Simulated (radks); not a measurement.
Values are calculated unless marked as measured or tabulated.
The tellurium ion Te+, 51 electrons, occupied as [Kr] 4d8 5s2 5p5 (not the ground configuration).

Code: a radial shooting solver on a logarithmic mesh with Libxc functionals. Model: Dirac Kohn-Sham, PBE, spin-unpolarised, spherical densities, point nucleus; open shells are shared between the two j in proportion to 2j + 1.

Energy parts (hartree):
| part | energy |
|---|---|
| total | -6793.35697 |
| kinetic | 7185.25336 |
| electron-nucleus | -16459.92776 |
| Hartree | 2656.19704 |
| exchange-correlation | -174.87961 |

Orbitals (lengths in bohr, moments of r in powers of bohr; <r^-3> diverges for s and p1/2):
1s1/2: occ. 2; eigenvalue (hartree) -1162.542
2s1/2: occ. 2; eigenvalue (hartree) -179.1130
2p1/2: occ. 2; eigenvalue (hartree) -167.8725
2p3/2: occ. 4; eigenvalue (hartree) -157.7862; <r^-3> 4906
3s1/2: occ. 2; eigenvalue (hartree) -36.45033
3p1/2: occ. 2; eigenvalue (hartree) -31.83271
3p3/2: occ. 4; eigenvalue (hartree) -29.95076; <r^-3> 934.6
3d3/2: occ. 4; eigenvalue (hartree) -21.81483; <r^-3> 148.7
3d5/2: occ. 6; eigenvalue (hartree) -21.42102; <r^-3> 138.0
4s1/2: occ. 2; eigenvalue (hartree) -6.93358
4p1/2: occ. 2; eigenvalue (hartree) -5.32980
4p3/2: occ. 4; eigenvalue (hartree) -4.96040; <r^-3> 184.0
4d3/2: occ. 3.2; eigenvalue (hartree) -2.37584; <r^-3> 22.67
4d5/2: occ. 4.8; eigenvalue (hartree) -2.31701; <r^-3> 20.87
5s1/2: occ. 2; eigenvalue (hartree) -1.01890
5p1/2: occ. 1.66667; eigenvalue (hartree) -0.63873
5p3/2: occ. 3.33333; eigenvalue (hartree) -0.59449; <r^-3> 21.85

The highest occupied level is 5p3/2 at -16.177 eV. The density falls to 0.001 e/bohr^3 at r = 4.20 bohr.
